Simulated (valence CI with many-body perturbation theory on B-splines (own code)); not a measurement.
# Eu³²⁺: electric-dipole lines

Calculated by valence CI with perturbative core correlation (CI+MBPT): three valence electrons over a frozen Dirac-Fock core [Ar] 3d10, radial functions for each j: 11 s, 11 p, 10 d, 8 f, 5 g, 2 h, with the one-electron correlation potential Σ1 (screened to all orders), the two-electron term Σ2, the three-electron term Σ3, Breit, model QED; selected single and double excitations, second order for the rest, scaled by the run's own slope (own B-spline code, finite nucleus).

No measured spectrum was set against this ion. As an estimate, large intervals hold to a few tenths of a per cent, small ones and those within an open d or f shell to about a per cent.

Lines 1 to 50 of 541 in falling wavelength, among levels below 524.26 eV, chosen from the strongest by gf and those to the six lowest levels. Wavelengths and rates use the calculated energies. Electric multipoles are in the length gauge, E1 and E2 with the static RPA response of the core. Weak lines are less certain than strong ones. Lines between different terms over intervals too small for the method are left out, as are lines whose strength nearly cancels. Where a level lies close to another of its J and parity, the split of strength between their lines is uncertain. The highest levels of a list are the least certain.

Levels are named by their leading jj configuration (3d3/2^4 stands for four electrons in 3d with j = 3/2), which in mixed levels can hold well under half, so a name can repeat and another be missing. Letters in brackets count levels of one name in rising energy.

```
λ vac (Å)                          Upper                       Lower   A (s⁻¹)  log gf  Branch %
    431.9             (4s 4p1/2^2) J=1/2          (4s^2 4p3/2) J=3/2  2.67e+07   -2.83       0.2
    204.2     (4s 4p1/2 4p3/2) J=3/2 [a]          (4s^2 4p3/2) J=3/2  1.03e+09   -1.59      66.1
    201.1      (4p1/2 4d3/2 4d5/2) J=9/2  (4s 4d3/2 4d5/2) J=7/2 [b]  6.17e+09   -0.43       5.9
    199.3     (4p1/2 4p3/2 4f7/2) J=11/2  (4s 4p3/2 4f7/2) J=9/2 [c]  4.65e+09   -0.48       2.8
    198.8      (4p1/2 4p3/2 4f5/2) J=9/2  (4s 4p3/2 4f7/2) J=7/2 [b]  7.33e+09   -0.36       2.0
    185.3         (4s 4p1/2 4p3/2) J=5/2          (4s^2 4p3/2) J=3/2  7.06e+09   -0.66     100.0
    177.5             (4s 4p1/2^2) J=1/2          (4s^2 4p1/2) J=1/2  1.27e+10   -0.92      99.8
    173.2          (4p1/2^2 4p3/2) J=3/2  (4s 4p1/2 4p3/2) J=3/2 [b]  9.38e+09   -0.77       6.9
    169.2          (4p1/2 4d5/2^2) J=7/2  (4s 4p3/2 4f7/2) J=9/2 [a]  1.54e+10   -0.28       6.7
    169.0          (4p1/2^2 4f5/2) J=5/2  (4s 4p1/2 4f5/2) J=5/2 [b]  1.20e+10   -0.51       8.3
    167.6          (4p1/2^2 4f5/2) J=5/2      (4s 4p1/2 4f5/2) J=3/2  1.49e+10   -0.42      10.3
    166.1  (4p1/2 4p3/2 4f7/2) J=9/2 [a]  (4s 4p3/2 4f7/2) J=9/2 [b]  1.11e+10   -0.34       3.2
    162.8     (4s 4p1/2 4p3/2) J=3/2 [b]          (4s^2 4p3/2) J=3/2  7.79e+09   -0.91       6.9
    162.4          (4p1/2 4d5/2^2) J=9/2          (4s 4d5/2^2) J=9/2  9.22e+09   -0.44       6.3
    161.3          (4p1/2^2 4f7/2) J=7/2  (4s 4p1/2 4f7/2) J=7/2 [b]  1.36e+10   -0.37       8.6
    160.2     (4p1/2 4p3/2 4f7/2) J=11/2     (4s 4p3/2 4f7/2) J=11/2  1.43e+10   -0.18       8.5
    160.0  (4p1/2 4d3/2 4d5/2) J=7/2 [b]          (4s 4d5/2^2) J=9/2  1.97e+10   -0.22       4.1
    159.8          (4p1/2^2 4f7/2) J=7/2      (4s 4p1/2 4f7/2) J=9/2  2.87e+10   -0.06      18.3
    159.6  (4p1/2 4p3/2 4f7/2) J=7/2 [b]  (4s 4p3/2 4f7/2) J=9/2 [b]  1.44e+10   -0.36       3.5
    159.5          (4p1/2 4p3/2^2) J=3/2          (4s 4p3/2^2) J=5/2  2.08e+10   -0.50       9.6
    158.7  (4p1/2 4p3/2 4f7/2) J=9/2 [b]     (4s 4p3/2 4f7/2) J=11/2  2.16e+10   -0.09       6.8
    158.6  (4p1/2 4p3/2 4d5/2) J=7/2 [a]      (4s 4p3/2 4d5/2) J=9/2  2.48e+10   -0.13      27.5
    157.2          (4p1/2^2 4d5/2) J=5/2      (4s 4p1/2 4d5/2) J=7/2  3.29e+10   -0.14      21.9
    156.4         (4s 4p1/2 4p3/2) J=1/2          (4s^2 4p3/2) J=3/2  1.35e+10   -1.00       5.2
    154.2  (4p1/2 4d3/2 4d5/2) J=5/2 [b]  (4s 4d3/2 4d5/2) J=7/2 [a]  1.52e+10   -0.49       2.8
    153.4          (4p1/2^2 4p3/2) J=3/2      (4s 4p1/2 4p3/2) J=5/2  4.08e+10   -0.24      29.8
    152.7  (4p1/2 4p3/2 4d3/2) J=5/2 [b]      (4s 4p3/2 4d3/2) J=7/2  2.20e+10   -0.34       4.6
    152.0      (4p1/2 4p3/2 4d5/2) J=9/2      (4s 4p3/2 4d5/2) J=9/2  1.88e+10   -0.19      25.7
    151.8          (4p1/2^2 4d3/2) J=3/2      (4s 4p1/2 4d3/2) J=5/2  2.76e+10   -0.42      30.6
    142.4          (4p1/2^2 4p3/2) J=3/2  (4s 4p1/2 4p3/2) J=3/2 [a]  1.16e+10   -0.85       8.5
    128.4        (4s 4d3/2 4f7/2) J=11/2  (4s 4p3/2 4f7/2) J=9/2 [d]  1.21e+10   -0.45       3.6
    123.6     (4s 4p1/2 4d3/2) J=3/2 [a]  (4s 4p1/2 4p3/2) J=3/2 [b]  4.99e+09   -1.34      14.6
    121.7     (4s 4p1/2 4p3/2) J=3/2 [a]          (4s^2 4p1/2) J=1/2  5.29e+08   -2.33      33.9
    121.2          (4p3/2^2 4d5/2) J=9/2  (4s 4p3/2 4d5/2) J=7/2 [b]  3.96e+10   -0.06      20.2
    120.6          (4p3/2^2 4d3/2) J=7/2  (4s 4p3/2 4d5/2) J=7/2 [a]  2.88e+10   -0.30       6.3
    120.6          (4p3/2 4d5/2^2) J=9/2          (4s 4d5/2^2) J=7/2  2.46e+10   -0.27       5.8
    120.3         (4s 4p1/2 4d3/2) J=5/2  (4s 4p1/2 4p3/2) J=3/2 [b]  3.77e+09   -1.31      25.4
    118.3             (4s 4p3/2^2) J=5/2          (4s^2 4p3/2) J=3/2  1.15e+10   -0.84     100.0
    117.0      (4p3/2^2 4d5/2) J=5/2 [a]  (4s 4p3/2 4d5/2) J=3/2 [a]  3.05e+10   -0.43       8.1
    116.9      (4p3/2^2 4d5/2) J=5/2 [b]  (4s 4p3/2 4d5/2) J=5/2 [b]  3.47e+10   -0.37       8.6
    116.6          (4p1/2 4p3/2^2) J=3/2  (4s 4p1/2 4p3/2) J=3/2 [b]  9.34e+09   -1.12       4.3
    116.6     (4s 4p3/2 4f5/2) J=5/2 [b]          (4s^2 4f5/2) J=5/2  2.94e+10   -0.44       5.4
    116.4     (4p3/2 4d3/2 4d5/2) J=11/2     (4s 4p3/2 4f7/2) J=11/2  3.00e+10   -0.14       9.2
    116.2  (4p1/2 4p3/2 4d5/2) J=5/2 [b]      (4s 4p1/2 4d5/2) J=3/2  2.54e+10   -0.51       7.1
    116.1         (4p3/2 4d5/2^2) J=11/2          (4s 4d5/2^2) J=9/2  2.69e+10   -0.19      12.2
    116.0          (4p3/2^2 4f5/2) J=9/2  (4s 4d3/2 4d5/2) J=7/2 [b]  3.02e+10   -0.22       7.6
    115.1      (4p3/2 4d5/2^2) J=7/2 [a]          (4s 4d5/2^2) J=5/2  2.21e+10   -0.45       8.6
    114.5          (4p3/2^2 4d5/2) J=7/2  (4s 4p3/2 4d5/2) J=5/2 [a]  3.14e+10   -0.31      17.9
    114.2  (4p1/2 4p3/2 4d5/2) J=7/2 [b]  (4s 4p1/2 4d5/2) J=5/2 [b]  2.82e+10   -0.36      13.5
    113.9  (4p3/2 4d3/2 4d5/2) J=5/2 [a]  (4s 4d3/2 4d5/2) J=3/2 [a]  3.87e+10   -0.35      10.4
```

Problem. How does gf follow from A for the line at 169.0 Å?

Solution. gf = 1.4992 × (2J+1)_upper × A / σ², with σ = 591780 cm⁻¹ and 2J+1 = 6: gf = 0.308.
